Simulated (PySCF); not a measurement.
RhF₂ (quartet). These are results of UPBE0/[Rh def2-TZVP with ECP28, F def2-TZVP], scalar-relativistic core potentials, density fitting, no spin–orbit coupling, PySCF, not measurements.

Harmonic bands of its minimum:

| ω (cm⁻¹) | IR (km/mol, summed over degenerate members) | degeneracy |
| --- | --- | --- |
| 144 | 33.8 | 2 |
| 620 | 0.0 | 1 |
| 700 | 254 | 1 |

The central atom is Rh. Infer the point group and assign the bands.

D∞h. The modes span πu + σg+ + σu+: 144 πu, 620 σg+, 700 σu+. The computed geometry has Rh–F 1.839 Å (×2); F–Rh–F 180.0°.

This need not be the most stable arrangement of these atoms. Other spin states or occupations of the open shell can lie lower.
